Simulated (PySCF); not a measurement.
Task: Give a PBE0-D3(BJ)/def2-SVP geometry of `B(F)([CH2][Ga]([F])[F])F`.

Result: 
```xyz
9
CH2BF4Ga angstrom
F     -2.055    0.505   -1.087
B     -1.441   -0.092   -0.085
F     -2.080   -0.119    1.073
C     -0.025   -0.703   -0.245
Ga     1.324    0.558    0.360
F      1.303    2.262   -0.011
F      2.696    0.086    1.326
H      0.212   -0.909   -1.301
H      0.125   -1.606    0.364
```

Any rigid rotation of these coordinates is as good. Atoms count from 1 in this order. B2 (three-coordinate boron) is planar (angles 121.7°, 121.5° and 116.8°, sum 360.0°, 0.01 Å off the plane of its three neighbours). Ga5 (gallium bonded to C and 2 F) is planar (angles 124.0°, 122.9° and 113.1°, sum 360.0°, 0.01 Å off the plane of its three neighbours).

Bonds between heavy atoms (Å): F1–B2 1.318, B2–F3 1.323, B2–C4 1.551, C4–Ga5 1.943, Ga5–F6 1.744, Ga5–F7 1.743.

Computed, not measured: PBE0-D3(BJ)/def2-SVP geometry optimisation, gas phase (PySCF 2.14.0).

Point group: C1 (no symmetry element, even within 0.4 Å). No PBE0-D3(BJ)/def2-SVP frequencies stand behind this structure, so it isn't proved a minimum. The numbers are those of one conformer (F1–B2–C4–Ga5 96°, B2–C4–Ga5–F6 -43°).
